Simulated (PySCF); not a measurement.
C₆ coefficients of unlike pairs at PBE0

Calculated with PySCF 2.14 from the dipole response of each species, C₆(A,B) = (3/π) ∫ α_A(iu) α_B(iu) du, in atomic units, from isotropic polarisabilities. For ions this is the dispersion term alone; charge-induced terms of lower order in 1/R come first.

```csv
species,configuration,basis,relativity,α (bohr³),C₆ (like pair)
Ba⁺,[Xe] 6s1 (2S),def2-QZVPPD with the def2 core potential (46 electrons) (7s5p3d2f1g),core potential,140.7,1578
Nb,[Kr] 4d4 5s1 (6D),"aug-cc-pVTZ-PP with one added diffuse shell each of s, p, d, f, g type with ECP28MDF (7s7p6d4f3g)",core potential,96.94,1101
Se,[Ar] 3d10 4s2 4p4 (3P),aug-cc-pVQZ-DK (8s7p5d3f2g),spin-free X2C,26.50,219.8
Zn³⁺,[Ar] 3d9 (2D),aug-cc-pwCVDZ-PP with ECP10MDF (6s6p5d3f),core potential,1.237,2.617
```

Q: Estimate C₆ for Zn³⁺ with Nb.

A: The integral gives 31.31. The combination rule 2 C_A C_B / (C_A α_B/α_A + C_B α_A/α_B) gives 26.31 and the geometric mean 53.69.

No spin-orbit coupling is included.

The other pairs:

| pair | C₆ |
| --- | --- |
| Zn³⁺, Se | 17.73 |
| Se, Ba⁺ | 505.9 |
| Zn³⁺, Ba⁺ | 33.19 |
| Nb, Ba⁺ | 1299 |
| Se, Nb | 456.1 |
